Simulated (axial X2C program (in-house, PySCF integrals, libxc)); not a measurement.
Which molecule has these constants?

Calculated with an in-house relativistic program for diatomic molecules, spin-free (one-electron X2C) or two-component (2c: spin–orbit coupling with atomic mean-field Coulomb and Gaunt terms, which also bring small scalar terms), in Dyall basis sets with cores contracted in-house; open shells are unrestricted.

A two-component CCSD(T) calculation in a Dyall 3-zeta basis gave Re = 2.141 Å, ωe = 575.3 cm⁻¹, De = 3.30 eV, Ω = 0.

Question: Which molecule is it?
A. InI
B. BI
C. GaI
D. AlI

Answer: B. The others have AlI 2.560 Å and 316.1 cm⁻¹ (Ω = 0); GaI 2.611 Å and 213.4 cm⁻¹ (Ω = 0); InI 2.803 Å and 172.5 cm⁻¹ (Ω = 0).

Frozen shells (counts by l): BI I 4s3p2d, B 1s, 10 electrons correlated; AlI I 4s3p2d, Al 2s1p, 10 electrons correlated; GaI I 4s3p2d, Ga 3s2p1d, 10 electrons correlated; InI I 4s3p2d, In 4s3p2d, 10 electrons correlated. Coupled cluster in natural virtuals with an MP2 remainder. Where the outer core of a metal is frozen, bonds come out longer and ionisation energies lower.

Each entry is the lowest single determinant of a limited PBE0 search at one distance. De goes to single-determinant-based atoms at the same level (for ions the charge split of lowest energy) and is withheld (n/a) where an atom does not fit its ground term or J level. Main or longest-lived isotopes.
